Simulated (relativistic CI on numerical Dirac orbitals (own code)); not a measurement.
**Cs XX: q coefficients and field-shift factors**

Computed by Dirac-Coulomb-Breit CI, orbitals from a KLI potential per configuration, derivatives by finite differences, unscaled Slater integrals, QED left out (own radial code, finite nucleus).

CI space (outside the closed core [Ar] 3d10): 4s2 4p6, 4s2 4p5 4d, 4s 4p6 4d, 4s2 4p5 4f, 4s 4p6 4f, 4p6 4d2, 4p5 4d3, 4p5 4d2 4f. Double excitations out of closed p, d and f shells are left out; levels of such configurations are missing from the list, as are those of other unlisted configurations, and high levels can miss mixing partners.

With x = (α/α₀)² − 1 an excitation energy changes as ω = ω₀ + qx; K = 2q/ω₀ is the relative enhancement. Terms are leading LS components, so labels can repeat. The field-shift factor is F = δν/δ⟨r²⟩ for the transition from the lowest level.

Lowest level 4s2 4p6 1S_0.

```
           Level  ω₀ (cm⁻¹)  q (cm⁻¹)       K  F (GHz/fm²)
4s2 4p5 4d 3P°_0     668114     11460  0.0343         2.34
4s2 4p5 4d 3P°_1     682180     18410   0.054         2.31
4s2 4p5 4d 3F°_3     704078     14960  0.0425         2.05
4s2 4p5 4d 3P°_2     707493     23110  0.0653         2.29
4s2 4p5 4d 3F°_4     713117     38250   0.107         2.29
4s2 4p5 4d 1D°_2     727053     36110  0.0993         2.35
4s2 4p5 4d 3D°_3     755685     37560  0.0994         2.78
4s2 4p5 4d 3D°_1     799886     79360   0.198        0.576
4s2 4p5 4d 3F°_2     836372    160100   0.383         -3.5
4s2 4p5 4d 3D°_2     868495    184400   0.425        -2.84
4s2 4p5 4d 1F°_3     878631    187500   0.427        -3.14
4s2 4p5 4d 1P°_1     998996    117200   0.235       -0.548
  4s 4p6 4d 3D_1    1317200    184100   0.279         -194
  4s 4p6 4d 3D_2    1327379    193800   0.292         -196
  4s 4p6 4d 3D_3    1347247    216200   0.321         -198
  4s 4p6 4d 1D_2    1417061    219300    0.31         -215
 4s2 4p5 4f 3G_5    1578160     35890  0.0455         7.24
 4s2 4p5 4f 3G_4    1586053     34320  0.0433         7.14
 4s2 4p5 4f 3D_1    1586564     48930  0.0617        -13.8
 4s2 4p5 4f 3D_2    1594407     49410   0.062        -10.8
 4s2 4p5 4f 3F_3    1601995     37280  0.0465          5.2
 4s2 4p5 4f 3D_3    1604511     46890  0.0585        -3.55
 4s2 4p5 4f 3F_4    1612796     36490  0.0453         7.32
```

At this charge energies of transitions that change n are usually good to better than 1 %, and those within a shell (Δn = 0) to a few per cent.
